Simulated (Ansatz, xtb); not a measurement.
Scan of H3Al, singlet: umbrella (inversion) coordinate, bond length relaxed. Scanned: angle between the Al-H bonds and the threefold axis (90 = planar). Other coordinates (Al-H bond length) were minimised at PBE0/def2-TZVP. Each profile is relative to its own lowest point.

```json
[
 {"a / °": "90", "A": "0.0", "B": "0.0", "C": "0.0"},
 {"a / °": "92.51", "A": "0.8", "B": "1.2", "C": "1.1"},
 {"a / °": "95.82", "A": "4.6", "B": "6.6", "C": "5.9"},
 {"a / °": "99.06", "A": "11.2", "B": "16.0", "C": "14.4"},
 {"a / °": "102.15", "A": "20.4", "B": "28.8", "C": "26.0"},
 {"a / °": "105.09", "A": "31.8", "B": "44.4", "C": "40.2"},
 {"a / °": "107.98", "A": "45.7", "B": "63.2", "C": "57.3"},
 {"a / °": "111.20", "A": "64.7", "B": "88.0", "C": "80.1"},
 {"a / °": "114.54", "A": "88.6", "B": "118.3", "C": "108.1"},
 {"a / °": "117.17", "A": "110.9", "B": "145.6", "C": "133.4"},
 {"a / °": "119.64", "A": "134.8", "B": "173.9", "C": "159.8"},
 {"a / °": "122.32", "A": "164.5", "B": "207.9", "C": "191.6"},
 {"a / °": "126.03", "A": "213.0", "B": "260.7", "C": "241.2"},
 {"a / °": "129.35", "A": "265.1", "B": "313.9", "C": "291.5"},
 {"a / °": "132", "A": "313.8", "B": "360.6", "C": "336.0"}
]
```

Energies in kJ/mol.

Question: Match the curves with the methods CCSD on RHF/cc-pVDZ, frozen core run with Ansatz (a quantum-chemistry and plane-wave program); GFN1-xTB (xtb); restricted PBE/cc-pVDZ (Ansatz).

Answer: A is GFN1-xTB; B is CCSD/cc-pVDZ; C is RKS-PBE/cc-pVDZ.
